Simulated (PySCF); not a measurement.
One of the candidates below gave these computed data.

All candidates are C5H12OSi2.

- UV, strongest line: among the 10 lowest singlet transitions: S10 at 7.43 eV (167 nm, f = 0.029) [TDDFT B3LYP/def2-SVPD]
- 1H NMR: chemical shifts (computed TMS as zero) by class: 5.07 (3 H), 4.93 (1 H), 4.88 (1 H), 2.44 (1 H), 2.18 (1 H), 1.92 (1 H), 1.32 (3 H), 0.44 (1 H) ppm [GIAO PBE0/pcSseg-1]
- Polarisability: 115.0 au [B3LYP/def2-SVPD]
- Rotational structure: rotational constants A, B, C: 2.403, 0.673, 0.621 GHz [PBE0-D3(BJ)/def2-SVP]
- NMR, other nuclei: isotropic shieldings of nuclei other than C and H, by class: 331 (1 O), 359 (1 Si), 388 (1 Si) ppm [GIAO PBE0/pcSseg-1]
- Valence photoelectron: vertical ionisation energy: 9.39 eV [ΔSCF B3LYP/def2-SVPD]
- 13C NMR: chemical shifts (computed TMS as zero) by class: 86.7 (1 C), 75.8 (1 C), 24.0 (1 C), 21.8 (1 C), 14.5 (1 C) ppm [GIAO PBE0/pcSseg-1]
- Dipole: 0.56 D [B3LYP/def2-SVPD]
- Triplet: lowest triplet excitation (Tamm–Dancoff): 5.35 eV [TDA B3LYP/def2-SVPD]

Electronic properties: PySCF, gas phase, density fitting. Levels stand in brackets. Isolated species at its PBE0-D3(BJ)/def2-SVP geometry (one conformer only). Each NMR value is the plain mean over a class of atoms that symmetry, rotation or inversion makes alike.

**Question.** Which candidate is it?
A. `C#CC[C@@H](C)[SiH2]O[SiH3]`
B. `C=C(C)[C@H]1C[SiH2]O[SiH2]1`
C. `C=CC[C@H]1C[SiH2]O[SiH2]1`
D. `CCCO[SiH2]C#C[SiH3]`

**Answer.** A. It is `C#CC[C@@H](C)[SiH2]O[SiH3]`. Numbering: `[CH:1]#[C:2][CH2:3][C@@H:4]([CH3:5])[SiH2:6][O:7][SiH3:8]`. Its formula, C5H12OSi2, gives 2 degrees of unsaturation: 0 rings and 2 π bonds in the structure found. 5 carbons fall into 5 classes; from least to most shielded: alkyne carbon [C2] (86.7 ppm), terminal alkyne carbon [C1] (75.8 ppm), sp3 carbon bound to silicon [C4] (24.0 ppm), propargylic carbon [C3] (21.8 ppm), methyl carbon [C5] (14.5 ppm). Hydrogen classes from least to most shielded: 3 H on an oxygen-bound silicon, Si8 (5.07 ppm), 1 H on an oxygen-bound silicon, Si6 (4.93 ppm), 1 H on an oxygen-bound silicon, Si6 (4.88 ppm), 1 H on a propargylic carbon, C3 (2.44 ppm), 1 H on a propargylic carbon, C3 (2.18 ppm), 1 H on a terminal alkyne carbon, C1 (1.92 ppm), 3 H on a methyl carbon, C5 (1.32 ppm, a mean of values up to 1.2 ppm apart in this geometry), 1 H on an sp3 carbon bound to silicon, C4 (0.44 ppm). The other shieldings belong to: 331 ppm, siloxane oxygen [O7]; 359 ppm, oxygen-bound silicon [Si6]; 388 ppm, oxygen-bound silicon [Si8]. The first electron is taken from the HOMO, whose largest Löwdin shares are 0.37 on the terminal alkyne carbon, 0.34 on the alkyne carbon, 0.07 on the sp3 carbon bound to silicon and 0.06 on the propargylic carbon. The optimised geometry has point group C1 and is an asymmetric top.

The others, at the same levels:
- `C=C(C)[C@H]1C[SiH2]O[SiH2]1` fails: its computed 13C shifts are 156.9 (1 C), 114.6 (1 C), 33.5 (1 C), 27.7 (1 C), 15.1 (1 C) ppm, 1H shifts are 5.26 (1 H), 5.14 (1 H), 5.10 (1 H), 5.05 (1 H), 4.94 (1 H), 4.81 (1 H), 1.91 (1 H), 1.81 (3 H), 1.29 (1 H), 1.07 (1 H) ppm and vertical ionisation energy is 8.76 eV (against 9.39 eV).
- `C=CC[C@H]1C[SiH2]O[SiH2]1` fails: its computed 13C shifts are 146.9 (1 C), 123.7 (1 C), 44.0 (1 C), 25.9 (1 C), 17.7 (1 C) ppm, 1H shifts are 5.75 (1 H), 5.42 (1 H), 5.26 (1 H), 5.15 (1 H), 5.14 (1 H), 5.00 (1 H), 4.91 (1 H), 2.40 (1 H), 2.07 (1 H), 1.12 (1 H), 1.09 (1 H), 0.77 (1 H) ppm and lowest triplet excitation (Tamm–Dancoff) is 4.41 eV (against 5.35 eV).
- `CCCO[SiH2]C#C[SiH3]` fails: its computed 13C shifts are 119.9 (1 C), 112.3 (1 C), 69.1 (1 C), 28.5 (1 C), 10.8 (1 C) ppm, 1H shifts are 4.83 (2 H), 4.19 (3 H), 3.52 (2 H), 1.65 (2 H), 0.90 (3 H) ppm and vertical ionisation energy is 9.82 eV (against 9.39 eV).

Each candidate is one conformer, not necessarily the lowest. Dipoles, sizes and rotational constants follow the conformer. The torsions of the flexible species, by atom-mapped SMILES:
- `[CH:1]#[C:2][CH2:3][C@@H:4]([CH3:5])[SiH2:6][O:7][SiH3:8]`: C2–C3–C4–C5 60°, C3–C4–Si6–O7 -60°, C4–Si6–O7–Si8 -70°
- `[CH3:1][CH2:2][CH2:3][O:4][SiH2:5][C:6]#[C:7][SiH3:8]`: C1–C2–C3–O4 180°, C2–C3–O4–Si5 180°, C3–O4–Si5–C6 -58°

The conformers of `C=C(C)[C@H]1C[SiH2]O[SiH2]1` and `C=CC[C@H]1C[SiH2]O[SiH2]1` aren't listed.
